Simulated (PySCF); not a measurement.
Constitutional and geometric isomers with formula C3H4S. Isolated molecules, 0 K electronic values unless said otherwise. One relaxed conformer stands for each flexible species; it need not be the lowest. Strings in code marks are SMILES.

All values below come from PBE-D3(BJ)/def2-TZVP // PBE0-D3(BJ)/def2-TZVP run with PySCF 2.14.0. All candidates: neutral, multiplicity 1. Delta-SCF ions had no search for a lower state. Excitations are Tamm–Dancoff values on a coarser integration grid. The basis has no diffuse functions, so Rydberg states are missing or too high.

| Quantity | Result |
|---|---|
| HOMO–LUMO gap | 3.95 eV |
| S1 excitation (TDA) | 4.02 eV |
| vertical ionisation energy (Delta-SCF) | 8.83 eV |

**Question.** Name which member has these values.
A. `SC1=CC1` (H–S–C–C torsion 180°)
B. `SC1C=C1` (H–S–C–C torsion 152°)
C. `C=CC=S` (C–C–C–S torsion 180°)
D. `CC#CS`

**Answer.** B, `SC1C=C1` (H–S–C–C torsion 152°). The others give `CC#CS`: 4.41 eV, 4.51 eV, 8.48 eV; `C=CC=S` (C–C–C–S torsion 180°): 1.70 eV, 1.92 eV, 8.58 eV; `SC1=CC1` (H–S–C–C torsion 180°): 4.58 eV, 4.72 eV, 8.41 eV
